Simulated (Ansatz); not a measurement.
Start from `CC[Si]Cl` and change one atom or group to get `CC[Si]O`.

Ansatz, PBE0-D4/def2-TZVP geometries, multiplicity 1. Each molecule was computed in one conformer, which needn't be the lowest.

```
                                                                                  property  `CC[Si]Cl`
                                            size of the dipole moment (PBE/def2-TZVPP) / D        1.81
                                                         LUMO energy (PBE/def2-TZVPP) / eV       -3.16
                                            zero-point energy (PBE0-D4/def2-TZVP) / kJ/mol       172.8
                                                     HOMO energy (ωB97M-V/def2-TZVPP) / eV       -8.63
ideal-gas entropy at 298 K and 1 bar (rigid rotor, harmonic PBE0-D4/def2-TZVP) / J/(mol·K)         335
                                                         HOMO energy (PBE/def2-TZVPP) / eV       -5.46
```

Q: What does the change do to each property? (An estimate is asked.)

A: The calculation gave: 
```
                                                                                  property  `CC[Si]O`  shift
                                            size of the dipole moment (PBE/def2-TZVPP) / D       2.49   0.68
                                                         LUMO energy (PBE/def2-TZVPP) / eV      -2.32   0.84
                                            zero-point energy (PBE0-D4/def2-TZVP) / kJ/mol      206.8   34.0
                                                     HOMO energy (ωB97M-V/def2-TZVPP) / eV      -8.30   0.33
ideal-gas entropy at 298 K and 1 bar (rigid rotor, harmonic PBE0-D4/def2-TZVP) / J/(mol·K)        316    -19
                                                         HOMO energy (PBE/def2-TZVPP) / eV      -5.13   0.33
```

With PBE0 the HOMO rises by 0.35 eV and the LUMO rises by 0.87 eV, so the gap widens by about 0.52 eV. PBE moves the HOMO by 0.33 eV and ωB97M-V by 0.33 eV. The zero-point energy changes by 34.0 kJ/mol with +3 modes. Dipoles are sizes alone; their direction can turn. Modes under 60 cm⁻¹, often nearly free rotors, make the harmonic entropy too high.
